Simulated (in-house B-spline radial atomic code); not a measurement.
Whole-atom quantities along the 28-electron series, configuration [Ar] 3d10. Breit and QED terms are first order and not part of the total energy; the density at the nucleus is averaged over the nuclear charge. Computed with an all-electron radial atomic-structure program (B-spline basis): Dirac-Hartree-Fock, average of the configuration, finite nuclei.

```csv
ion,Z,E/Z² (Eh),Σ<r²> (bohr²),n(0)/Z³ (bohr⁻³),Lamb diamagnetic shielding (ppm),repulsion over attraction,Breit energy (eV),self-energy (eV),vacuum polarisation (eV),Dirac less non-relativistic energy (Eh)
Gd36+,64,-2.5662,1.1242,2.2346,6684.56,0.086408,267.17,219.54,-34.364,-444.68
Tb37+,65,-2.5779,1.0785,2.326,6821.59,0.085071,281.44,232.42,-36.912,-476.18
Dy38+,66,-2.5894,1.0354,2.3903,6959.8,0.083767,296.23,245.89,-39.6,-509.34
Ho39+,67,-2.6009,0.99482,2.4806,7099.47,0.082492,311.57,259.97,-42.473,-544.39
Er40+,68,-2.6123,0.95647,2.566,7240.52,0.081247,327.47,274.7,-45.521,-581.32
Tm41+,69,-2.6237,0.92021,2.6668,7383.07,0.080029,343.95,290.1,-48.768,-620.26
Yb42+,70,-2.635,0.88588,2.7552,7527.06,0.078838,361.01,306.18,-52.204,-661.22
Lu43+,71,-2.6462,0.85336,2.8518,7672.65,0.077673,378.67,322.99,-55.856,-704.34
Hf44+,72,-2.6574,0.82251,2.9676,7819.94,0.076532,396.95,340.55,-59.75,-749.75
Ta45+,73,-2.6685,0.79323,3.0849,7968.9,0.075416,415.85,358.9,-63.882,-797.48
W46+,74,-2.6796,0.76541,3.2061,8119.62,0.074322,435.41,378.06,-68.267,-847.64
Re47+,75,-2.6907,0.73894,3.3361,8272.19,0.07325,455.63,398.08,-72.928,-900.35
Os48+,76,-2.7018,0.71375,3.4641,8426.62,0.072199,476.52,418.97,-77.867,-955.67
```

(1) With what power of Z does the column «Dirac less non-relativistic energy (Eh)» change over this range?

Results:

(1) A fit of the logarithm of its size against log Z from Z = 64 to 76 has slope 4.45. An unscreened hydrogenic electron would give 4 at low Z; screening makes the apparent power larger near the neutral end, and relativity raises it again at high Z.
